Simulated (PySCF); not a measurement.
**Löwdin shares of the frontier orbitals**

Compound: C3H5NOSi.
Geometry (GFN2-xTB, Å), atoms numbered from 1 in this order:
```
atom  x, y, z in Å
N1    -1.7302    1.8939   -0.8476
C2    -1.5286    0.8326   -0.4731
C3    -1.2574   -0.4868    0.0227
C4     0.0886   -0.5154    0.7549
O5     0.1632   -0.9545    1.8743
Si6    1.6323    0.1897   -0.1601
H7    -1.1914   -1.1776   -0.8230
H8    -2.0618   -0.8041    0.6930
H9     1.3232    0.1861   -1.5894
H10    2.7402   -0.7005    0.1666
H11    1.8275    1.5393    0.3558
```

Computed, not measured: PySCF, TDDFT wB97X-D/def2-SVPD, vertical, gas phase, core orbitals frozen in the response.

Kohn–Sham orbitals with the atoms that hold most of them (Löwdin shares over 4%, at most four atoms; ? is withheld):

```json
{"orbital": "LUMO+2", "ε (eV)": "1.85", "atoms": "Si6 44%, H9 10%, H10 8%, N1 8%"}
{"orbital": "LUMO+1", "ε (eV)": "1.60", "atoms": "Si6 31%, C3 11%, H7 10%, C4 10%"}
{"orbital": "LUMO", "ε (eV)": "-0.15", "atoms": "C4 37%, O5 31%, Si6 10%, C3 7%"}
{"orbital": "HOMO", "ε (eV)": "?", "atoms": "?"}
{"orbital": "HOMO-1", "ε (eV)": "-11.88", "atoms": "?"}
{"orbital": "HOMO-2", "ε (eV)": "-12.19", "atoms": "N1 39%, C2 32%, Si6 8%, C3 4%"}
{"orbital": "HOMO-3", "ε (eV)": "-12.42", "atoms": "Si6 31%, H10 21%, H11 16%, O5 9%"}
```

Problem. Which atoms hold the HOMO-1, and with what shares?

Solution. N1 (bonded to C) 45%; C2 (bonded to C and N) 34%; C3 (bonded to 2 C and 2 H) 9%. By element: nitrogen 45%, carbon 43% or more.

Problem. Give the leading atoms of the HOMO.

Solution. O5 (bonded to C) 49%; C4 (bonded to C, O and Si) 17%; Si6 (bonded to C and 3 H) 12%; C3 (bonded to 2 C and 2 H) 11%. By element: oxygen 49%, carbon 28% or more, silicon 12%.

Problem. What is the HOMO energy, and the HOMO–LUMO gap?

Solution. ε(HOMO) = -9.53 eV; the gap is 9.38 eV (0.3448 hartree).

Problem. The HOMO–LUMO gap is 9.38 eV. Where does the response calculation put the lowest singlet, and from which orbitals?

Solution. S1 is at 3.55 eV (f = 0.0005), 5.83 eV below the gap, made of HOMO→LUMO (96%). 

Problem. Give energy, strength and leading configuration of S1 and S2, and follow the Löwdin shares of the leading atoms from the occupied to the empty orbital.

Solution. 
- S1 (3.55 eV, f 0.0005), HOMO→LUMO (96%): O5 49% → 31%, C4 17% → 37%
- S2 (6.85 eV, f 0.013), HOMO→LUMO+1 (92%): O5 49% → at most 11%, C4 17% → 10%, Si6 12% → 31%, C3 11% → 11%

One conformer stands for the species.
